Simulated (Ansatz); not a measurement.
Be9O9⁺ (started as a model of: (BeO)9 cage of four- and six-membered rings). Total charge 1; doublet. Geometry PBE-D4/def2-SVP, that of the neutral singlet; atoms count from 1.

```xyz
18

Be    1.2713    1.1097   -1.3650
O    -0.0347    1.9351   -0.9747
Be    0.6812    1.8285    0.5012
O     2.1037    1.2806    0.0067
Be    1.9893   -0.3175   -0.0251
O     1.4274   -0.4638   -1.5630
Be    0.0244   -1.1088   -1.6817
O    -1.2744   -0.2640   -2.0908
Be   -1.2836    1.0371   -1.1554
O    -2.1288    0.3958    0.1000
Be   -1.8209   -0.9315   -0.7271
O    -0.6661   -2.0040   -0.4886
Be   -1.3592    0.3532    1.4434
O    -0.0303    1.2680    1.7575
O     1.4322   -1.1313    1.1691
Be   -0.0516   -1.7921    0.9172
O    -0.8293   -1.0166    2.0839
Be    0.5495   -0.1783    2.0926
```

**Question.** Estimate the Mulliken populations from the PBE0/def2-SVP orbitals of Ansatz.

**Answer.** 
| atom | charge (e) | spin (α − β) |
| --- | --- | --- |
| Be1 | 0.93 | -0.02 |
| O2 | -0.72 | 0.06 |
| Be3 | 0.74 | -0.02 |
| O4 | -0.62 | 0.28 |
| Be5 | 0.74 | -0.02 |
| O6 | -0.72 | 0.06 |
| Be7 | 0.74 | -0.02 |
| O8 | -0.62 | 0.28 |
| Be9 | 0.74 | -0.02 |
| O10 | -0.72 | 0.06 |
| Be11 | 0.93 | -0.02 |
| O12 | -0.72 | 0.06 |
| Be13 | 0.73 | -0.02 |
| O14 | -0.72 | 0.06 |
| O15 | -0.72 | 0.06 |
| Be16 | 0.73 | -0.02 |
| O17 | -0.62 | 0.28 |
| Be18 | 0.93 | -0.02 |
Mulliken values depend strongly on the basis.

**Question.** Where does the spin sit?

**Answer.** Summed by element: Be -0.17, O 1.17, of 1 unpaired in all. Largest on single atoms: O8 0.28, O4 0.28, O17 0.28.

**Question.** And the Mayer bond orders between heavy atoms (over 0.3)?

**Answer.** Be1–O2 0.57 (1.59 Å); Be1–O4 0.49 (1.61 Å); Be1–O6 0.57 (1.59 Å); O2–Be3 0.61 (1.64 Å); O2–Be9 0.67 (1.55 Å); Be3–O4 0.65 (1.60 Å); Be3–O14 0.67 (1.55 Å); O4–Be5 0.65 (1.60 Å); Be5–O6 0.61 (1.64 Å); Be5–O15 0.67 (1.55 Å); O6–Be7 0.67 (1.55 Å); Be7–O8 0.65 (1.60 Å); Be7–O12 0.61 (1.64 Å); O8–Be9 0.65 (1.60 Å); O8–Be11 0.49 (1.61 Å); Be9–O10 0.61 (1.64 Å); O10–Be11 0.57 (1.59 Å); O10–Be13 0.67 (1.55 Å); Be11–O12 0.57 (1.59 Å); O12–Be16 0.67 (1.55 Å); Be13–O14 0.61 (1.64 Å); Be13–O17 0.65 (1.60 Å); O14–Be18 0.57 (1.59 Å); O15–Be16 0.61 (1.64 Å); O15–Be18 0.57 (1.59 Å); Be16–O17 0.65 (1.60 Å); O17–Be18 0.49 (1.61 Å).
